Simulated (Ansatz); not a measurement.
System: BGeH$_{3}$F, charge 0, doublet. BGeH3F (SMILES F[BH][GeH2], doublet).
B3LYP-D3(BJ)/def2-TZVP minimum from Ansatz (a quantum-chemistry and plane-wave program):
```
Ge
H 1 1.5322
H 1 1.5332 2 112.29
B 1 2.0150 2 122.06 3 180.00
F 4 1.3298 1 120.15 2 180.00
H 4 1.1929 5 118.75 1 180.00
```
Charge 0, spin multiplicity 2.

Total energies in cc-pVDZ, 17 correlated electrons, 16 frozen orbitals. Open shells are spin-unrestricted; no spin-orbit coupling. Cores are frozen in correlated methods (noble-gas shells, and filled d and f shells in the p block). No relativity.

```json
[
 {"method": "HF", "program": "Ansatz", "energy (Eh)": "-2201.21287", "minus CCSDT(Q) (mEh)": "394.31"},
 {"method": "MP2", "program": "Ansatz", "energy (Eh)": "-2201.56317", "minus CCSDT(Q) (mEh)": "44.01"},
 {"method": "CCSD", "program": "Ansatz", "energy (Eh)": "-2201.59681", "minus CCSDT(Q) (mEh)": "10.37"},
 {"method": "CCSD(T)", "program": "Ansatz", "energy (Eh)": "-2201.60546", "minus CCSDT(Q) (mEh)": "1.73"},
 {"method": "CCSDT(Q)", "program": "Ansatz", "energy (Eh)": "-2201.60718", "minus CCSDT(Q) (mEh)": "0.00"}
]
```

Rough core times of Ansatz's runs on a shared machine: CCSD(T) under 20 s, CCSDT(Q) 5 min.
